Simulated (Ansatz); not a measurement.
Reaction (redistribution): `[SiH3][N]([SiH3])[Sn][Cl]` + `CBN(C)C` → `C[N](C)[Sn][Cl]` + `CBN([SiH3])[SiH3]`

Program: Ansatz. Geometries: PBE0-D4/def2-TZVP. ΔE: electronic, gas phase. CCSD(T)/CBS adds triple-zeta CCSD(T) − MP2 to the extrapolated MP2 energy (def2 sets, frozen cores). DFT in def2-TZVPP. HSE06 is defined as in plane-wave codes. Elements past krypton have def2 core potentials. For Sn outer-core shells are correlated without core-valence functions, which leaves a few kJ/mol of doubt a bond. One conformer a species, not always the lowest.

```csv
species,HSE06 energy (Eh)
`[SiH3][N]([SiH3])[Sn][Cl]`,-1311.53243
`CBN(C)C`,-199.78521
`C[N](C)[Sn][Cl]`,-808.88282
`CBN([SiH3])[SiH3]`,-702.41966
```

Q: Work out ΔE.

A: ΔE = (-808.88282) + (-702.41966) − (-1311.53243) − (-199.78521) = 0.01516 Eh = +39.8 kJ/mol. CCSD(T)/CBS gives +42.4 kJ/mol.

Largest T1 diagnostic among the species: 0.017.

Leaving LDA and LC-ωPBE aside and taking each functional with its dispersion term where it has one, the values, not all of them listed here, spread over 8.5 kJ/mol, from BLYP-D4 to BHLYP-D4. From PBE to PBE0 (25 % exact exchange), in def2-TZVPP and without D4, ΔE moves by +3.1 kJ/mol.
